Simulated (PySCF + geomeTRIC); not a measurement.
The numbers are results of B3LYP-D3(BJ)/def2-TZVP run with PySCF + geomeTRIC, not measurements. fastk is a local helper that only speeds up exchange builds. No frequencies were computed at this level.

```python
import json, numpy as np
from pyscf import gto, dft
from fastk import lowrank_exchange
atoms = """
C     -0.986036    -0.015052     0.203139
S      0.451328    -1.137244     0.188651
S      1.945344     0.078866     0.851313
H     -1.836793    -0.616222    -0.099044
H     -0.826528     0.793910    -0.503169
H     -1.133777     0.370383     1.206772
H      2.386468     0.525360    -0.334162
"""
def scf(charge, spin, dm0=None):
    mol = gto.M(atom=atoms, basis='def2-tzvp', ecp={}, charge=charge, spin=spin, verbose=3, max_memory=5040)
    mf = dft.KS(mol, xc='b3lyp').density_fit(auxbasis="def2-universal-jkfit")
    mf.disp = 'd3bj'
    mf.grids.level = 3
    mf.conv_tol = 1e-8
    mf.max_cycle = 60
    mf.kernel(dm0)
    if not mf.converged:
        mf = mf.newton().run(mf.mo_coeff, mf.mo_occ).undo_soscf()
    return mf
mf = scf(0, 0)
from pyscf.geomopt.geometric_solver import kernel as optimize
path = []
done, mol = optimize(mf, maxsteps=80, assert_convergence=False, callback=lambda env: path.append((env["energy"], bool(env["g_scanner"].converged))))
res = dict(converged=bool(done and path[-1][1]), energy=path[-1][0], path=[e for e, c in path], xyz=mol.atom_coords(unit="Angstrom").tolist(), nao=mol.nao)
json.dump(res, open("result.json", "w"))
```

Output:

```
converged SCF energy = -836.987570798764
Geometry optimization cycle 1
converged SCF energy = -836.987570798557
cycle 1: E = -836.987570799  dE = -836.988  norm(grad) = 0.0143746
Geometry optimization cycle 2
converged SCF energy = -836.987959863934
cycle 2: E = -836.987959864  dE = -0.000389065  norm(grad) = 0.00539747
Geometry optimization cycle 3
converged SCF energy = -836.988000551689
cycle 3: E = -836.988000552  dE = -4.06878e-05  norm(grad) = 0.00208448
Geometry optimization cycle 4
converged SCF energy = -836.988009076664
cycle 4: E = -836.988009077  dE = -8.52498e-06  norm(grad) = 0.000203198
Geometry optimization cycle 5
converged SCF energy = -836.988009715717
cycle 5: E = -836.988009716  dE = -6.39053e-07  norm(grad) = 0.000171512
Geometry optimization cycle 6
converged SCF energy = -836.98801046771
cycle 6: E = -836.988010468  dE = -7.51993e-07  norm(grad) = 0.000218441
Geometry optimization cycle 7
converged SCF energy = -836.988010677066
cycle 7: E = -836.988010677  dE = -2.09356e-07  norm(grad) = 0.000118571
Geometry optimization cycle 8
converged SCF energy = -836.988010717731
cycle 8: E = -836.988010718  dE = -4.06645e-08  norm(grad) = 2.7693e-05
<class 'geometric.internal.Distance'> : 6
<class 'geometric.internal.Angle'> : 8
<class 'geometric.internal.Dihedral'> : 4
<class 'geometric.internal.TranslationX'> : 1
<class 'geometric.internal.TranslationY'> : 1
<class 'geometric.internal.TranslationZ'> : 1
<class 'geometric.internal.RotationA'> : 1
<class 'geometric.internal.RotationB'> : 1
<class 'geometric.internal.RotationC'> : 1
Step    0 : Gradient = 5.433e-03/7.998e-03 (rms/max) Energy = -836.9875707986
Step    1 : Displace = 2.861e-02/5.181e-02 (rms/max) Trust = 1.000e-01 (=) Grad = 2.040e-03/3.585e-03 (rms/max) E (change) = -836.9879598639 (-3.891e-04) Quality = 1.085
Step    2 : Displace = 4.233e-03/5.507e-03 (rms/max) Trust = 1.414e-01 (+) Grad = 7.879e-04/1.415e-03 (rms/max) E (change) = -836.9880005517 (-4.069e-05) Quality = 1.326
Step    3 : Displace = 3.933e-03/5.562e-03 (rms/max) Trust = 2.000e-01 (+) Grad = 7.680e-05/1.034e-04 (rms/max) E (change) = -836.9880090767 (-8.525e-06) Quality = 1.077
Step    4 : Displace = 1.643e-03/2.354e-03 (rms/max) Trust = 2.828e-01 (+) Grad = 6.483e-05/1.033e-04 (rms/max) E (change) = -836.9880097157 (-6.391e-07) Quality = 1.645
Step    5 : Displace = 3.739e-03/5.107e-03 (rms/max) Trust = 3.000e-01 (+) Grad = 8.256e-05/1.381e-04 (rms/max) E (change) = -836.9880104677 (-7.520e-07) Quality = 1.359
Step    6 : Displace = 1.949e-03/2.484e-03 (rms/max) Trust = 3.000e-01 (=) Grad = 4.482e-05/7.824e-05 (rms/max) E (change) = -836.9880106771 (-2.094e-07) Quality = 1.380
Step    7 : Displace = 8.488e-04/1.070e-03 (rms/max) Trust = 3.000e-01 (=) Grad = 1.047e-05/1.614e-05 (rms/max) E (change) = -836.9880107177 (-4.066e-08) Quality = 0.853
Converged! =D
```

Cost: around 50 core-seconds (rough).
